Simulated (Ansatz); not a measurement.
Reaction (ligand exchange at the Si–O bond): `F[SiH](F)O[SiH2]S` + `O[SiH2]F` → `F[SiH2]O[SiH](F)F` + `O[SiH2]S`

Program: Ansatz. Geometries: PBE0-D4/def2-TZVP. ΔE: electronic, gas phase. CBS: MP2 limit from def2 TZ/QZ plus the TZ coupled-cluster correction, frozen cores. Each species was taken in one conformer, which may not be the lowest.

| species | CCSD(T)/def2-TZVPP energy (Eh) |
| --- | --- |
| `F[SiH](F)O[SiH2]S` | -1253.14100 |
| `O[SiH2]F` | -465.84667 |
| `F[SiH2]O[SiH](F)F` | -954.58836 |
| `O[SiH2]S` | -764.39991 |

Task: Work out ΔE.

Result: ΔE = (-954.58836) + (-764.39991) − (-1253.14100) − (-465.84667) = -0.00060 Eh = -1.6 kJ/mol. CCSD(T)/CBS gives -1.7 kJ/mol.

Largest T1 diagnostic among the species: 0.012.
